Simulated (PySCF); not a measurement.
An unknown shows these calculated signals:

¹H NMR (400 MHz, computed): δ 4.50 (m, 1H), 3.57 (q, 2H), 3.39 (m, 1H), 2.11 (m, 2H), 2.07 (m, 2H), 1.88 (m, 2H), 1.35 (t, 3H), 1.16 (m, 2H).

¹³C{¹H} NMR (computed): δ 95.4 (CH), 75.8 (CH), 67.8 (CH2), 31.4 (CH2), 31.4 (CH2), 18.2 (CH3).

Computed data (PySCF 2.14.0 with density-fitted response routines): GIAO PBE0/pcSseg-1 shieldings, geometry from GFN2-xTB. Single conformer, gas phase, fast rotation and ring inversion assumed for equivalent nuclei, non-relativistic.

Scale: ¹H, ¹³C against TMS (reference shieldings calculated alike).

**Question.** Which of these does the molecule contain: a three-membered ring, an amide, a CH3CH2 unit, an OH group?

**Answer.** 
- A three-membered ring: no.
- An amide: no.
- A CH3CH2 unit: yes (δC 18.2, 67.8; δH 1.35 (t), 3.57 (q)).
- An OH group: no.

The data belong to `O(CC)[C@H]1CC[C@@H](F)CC1`, C₈H₁₅FO; they needn't prove each group on their own.

Carbon signals by region: 3 at 50–100 ppm, 3 below 50 ppm.

Splittings by ¹⁹F in the carbon and heteronuclear signals aren't shown, as no couplings were computed. Shifts are as computed. Against solution values, carbons near 30 ppm lie about +3 ppm off and those near 130 ppm about +5 ppm. Of 1211 compounds with measured shifts, 218 miss one by over three times the rms of a fit or turn the order of signals round; such compounds aren't used in these exercises. Multiplicities follow the n + 1 count of equivalent neighbours, as no J values were calculated; m marks all less simple cases, F and P coupling included.
